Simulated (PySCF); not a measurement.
NMR data simulated for an unnamed compound:

1H NMR (400 MHz, computed): δ 5.16 (d, 2H), 2.66 (s, 3H), 1.99 (t, 1H), 0.20 (br s, 1H), 0.16 (s, 6H).

13C{1H} NMR (computed): δ 102.6 (CH), 90.7 (C), 29.5 (CH3), 1.3 (CH3).

In vacuum, one averaged value for each set of equivalent atoms, no relativistic terms, a single conformation. Geometry from GFN2-xTB; shieldings: GIAO PBE0/pcSseg-1; PySCF.

References, each an isolated molecule treated in the same way: 1H (31.72 ppm) and 13C (186.93 ppm) vs TMS.

Which of these does the molecule contain: a CF3 group, a carboxylic acid, an S-methyl group, an NH or NH2 group, a Si–CH3 group, an N-methyl group?

Answers


- A CF3 group: no.
- A carboxylic acid: no.
- An S-methyl group: no.
- An NH or NH2 group: yes (δH 0.20 (br s)).
- A Si–CH3 group: yes (δC 1.3; δH 0.16 (s)).
- An N-methyl group: yes (δC 29.5; δH 2.66 (s)).

The data belong to SMILES C#C[SiH2]O[Si](C)(C)NC, C₅H₁₃NOSi₂; they needn't prove each group on their own.

Carbon signals by region: 1 in the sp2 and nitrile region (100–160 ppm), 1 at 50–100 ppm, 2 below 50 ppm.

The OH or NH signal is concentration- and solvent-dependent in practice; the value given is the gas-phase one. Shifts are as computed. Against solution values, carbons near 30 ppm lie about +3 ppm off and those near 130 ppm about +5 ppm. Of 1309 compounds with measured shifts, 239 miss one by over three times the rms of a fit or turn the order of signals round; such compounds aren't used in these exercises. No couplings were computed; multiplicities are counted from neighbouring protons, with m where these are inequivalent, close in shift, in a saturated or five-membered ring or joined by F or P, and br s for small geminal =CH2 splittings.
